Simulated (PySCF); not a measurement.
# Ionisation energy of Pt⁺ by level of theory

Pt⁺ [Xe] 4f14 5d9 (2D) → Pt²⁺ [Xe] 4f14 5d8 (3F), as a difference of total energies. Calculation: PySCF 2.14, in ANO-RCC-VTZP; scalar relativity by spin-free X2C-1e. Correlated levels: valence and next inner shell: [Kr] 4d10 4f14 frozen. The calculations carry no spin-orbit coupling.

```tsv
method	ionisation energy (eV)
UHF	16.916
MP2 (valence and next inner shell)	18.867
SCS-MP2 (valence and next inner shell)	18.643
CCSD (valence and next inner shell)	18.519
CCSD(T) (valence and next inner shell)	18.656
```

A first-order spin-orbit estimate (lowest level to lowest level, LS coupling) adds -0.347 eV.

Errors of the correlated levels include the incompleteness of this basis and the frozen core.

Which method comes closest to the reference value, and which is furthest?

The reference is 18.56 ± 0.12 eV (measured; NIST Atomic Spectra Database, ionization energies). Closest: MP2 (valence and next inner shell) (error -0.040 eV); furthest: UHF (error -1.991 eV), both after the spin-orbit estimate.
